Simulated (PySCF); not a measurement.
How methods differ on the ionisation energy of Gd⁴⁵⁺

Gd⁴⁵⁺ [Ar] 3d1 (2D) → Gd⁴⁶⁺ [Ar] (1S), as a difference of total energies. All numbers are calculated (PySCF 2.14, scalar relativity by spin-free X2C-1e, in an even-tempered Gaussian basis (18 s from 9.2 bohr⁻², ratio 2.5; 12 p from 12 bohr⁻², ratio 2.5; 7 d from 12 bohr⁻², ratio 2.5; 4 f from 42 bohr⁻², ratio 2.7; 3 g from 63 bohr⁻², ratio 2.7)). Correlated levels: outer shells: [Ne] frozen; virtual orbitals above 40 to 60 times the deepest correlated orbital energy dropped. The calculations carry no spin-orbit coupling.

```csv
method,ionisation energy (eV)
UHF,3638.3
MP2 (outer shells),3638.0
SCS-MP2 (outer shells),3638.0
CCSD (outer shells),3637.8
CCSD(T) (outer shells),3637.8
```

Breit and QED terms and the two-electron picture change are absent.

The reference lies between the lowest fine-structure levels, while these numbers refer to the centres of the terms.

For comparison: 3660 ± 4 eV (theoretical estimate listed by NIST; NIST Atomic Spectra Database, ionization energies).
